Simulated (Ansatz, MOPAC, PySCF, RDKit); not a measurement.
Noncovalent pair: CH4O (SMILES CO) (first 6 atoms) with CH3I (SMILES CI); geometry from B3LYP-D3(BJ)/def2-TZVP, rigid monomers moved along the line of their centres of mass till O2···H9 is 3.23 Å.
(charge 0, multiplicity 1):
```xyz
11

C      0.6641     0.2762     0.2282
O     -0.6655     0.2888     0.7300
H      1.4043     0.4083     1.0249
H      0.7487     1.1087    -0.4690
H      0.8896    -0.6512    -0.3087
H     -0.7476    -0.4174     1.3828
C     -0.2493     1.4054     4.7695
I      0.0496    -0.7012     5.1471
H     -0.5184     1.4900     3.7224
H     -1.0464     1.7353     5.4252
H      0.6855     1.9049     4.9955
```

Interaction energies are E(AB) − E(A) − E(B) at the monomers' geometry in the complex; basis-set methods are counterpoise corrected. RDKit's UFF carries no charges.

The state that AM1 reach isn't checked.

Programs: Ansatz (Gaussian basis) for Hartree–Fock, density functionals and correlated methods; MOPAC for AM1 (differences of heats of formation); PySCF for the dispersion terms; RDKit for the force fields. Values without a source in brackets are computed. In def2 rows elements past Kr take small-core potentials, without spin–orbit coupling.

One of these levels gives -1.8 kJ/mol for the interaction energy. Which?
A. r2SCAN-D4/def2-TZVPPD
B. AM1
C. UFF
D. MMFF94

B, AM1. The others give -5.0 (MMFF94), -3.4 (UFF), -8.2 (r2SCAN-D4/def2-TZVPPD)

Ansatz is an electronic-structure program.
